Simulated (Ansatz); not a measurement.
Relaxation of C$_{2}$H$_{4}$AlClO$_{2}$ (10 atoms, charge 0, multiplicity 1), to a largest force component of 0.02 eV/Å in at most 50 steps.

Theory: RKS r2SCANh/6-31G* in Ansatz.

```xyz
10
Properties=species:S:1:pos:R:3
O -0.741 1.483 1.661
C 0.240 0.948 1.350
C 0.173 -0.446 0.806
Al -0.480 -0.472 -1.031
O 0.469 -1.089 -2.445
Cl -2.614 0.249 -1.388
H 1.223 1.456 1.487
H -0.364 -1.073 1.483
H 1.242 -0.836 0.814
H 0.934 -0.271 -2.734
```

Q: Where does it end, and by what steps?

A: The forces met the threshold. After 30 steps the energy has fallen by 1.021 eV; Cl6 moved furthest, 1.33 Å.

```json
{"step": "0", "energy less start (eV)": "0.0000", "largest force component (eV/Å)": "4.162", "accepted": "yes"}
{"step": "2", "energy less start (eV)": "-0.4459", "largest force component (eV/Å)": "2.972", "accepted": "no"}
{"step": "4", "energy less start (eV)": "-0.7795", "largest force component (eV/Å)": "1.121", "accepted": "yes"}
{"step": "6", "energy less start (eV)": "-0.8809", "largest force component (eV/Å)": "0.538", "accepted": "yes"}
{"step": "8", "energy less start (eV)": "-0.9696", "largest force component (eV/Å)": "1.134", "accepted": "yes"}
{"step": "10", "energy less start (eV)": "-0.8941", "largest force component (eV/Å)": "1.761", "accepted": "no"}
{"step": "12", "energy less start (eV)": "-1.0007", "largest force component (eV/Å)": "0.078", "accepted": "yes"}
{"step": "14", "energy less start (eV)": "-1.0042", "largest force component (eV/Å)": "0.132", "accepted": "yes"}
{"step": "16", "energy less start (eV)": "-1.0073", "largest force component (eV/Å)": "0.392", "accepted": "yes"}
{"step": "18", "energy less start (eV)": "-1.0110", "largest force component (eV/Å)": "0.229", "accepted": "yes"}
{"step": "20", "energy less start (eV)": "-1.0157", "largest force component (eV/Å)": "0.101", "accepted": "yes"}
{"step": "22", "energy less start (eV)": "-1.0179", "largest force component (eV/Å)": "0.102", "accepted": "yes"}
{"step": "24", "energy less start (eV)": "-1.0190", "largest force component (eV/Å)": "0.063", "accepted": "yes"}
{"step": "26", "energy less start (eV)": "-1.0199", "largest force component (eV/Å)": "0.079", "accepted": "yes"}
{"step": "28", "energy less start (eV)": "-1.0204", "largest force component (eV/Å)": "0.049", "accepted": "yes"}
{"step": "30", "energy less start (eV)": "-1.0206", "largest force component (eV/Å)": "0.014", "accepted": "yes"}
```

```xyz
10
Properties=species:S:1:pos:R:3
O -0.205 1.857 1.405
C 0.507 0.884 1.254
C -0.004 -0.484 0.955
Al -0.485 -0.465 -0.942
O 0.698 0.036 -2.049
Cl -2.394 -1.050 -1.596
H 1.614 0.984 1.291
H -0.927 -0.677 1.513
H 0.742 -1.258 1.164
H 0.537 0.124 -2.992
```

Whether the end is a true minimum wasn't checked by a vibrational analysis.

Run time: 100 s on 2 threads of Intel(R) Xeon(R) Platinum 8488C (Sapphire Rapids), with other jobs on the host, peak memory 0.28 GiB.
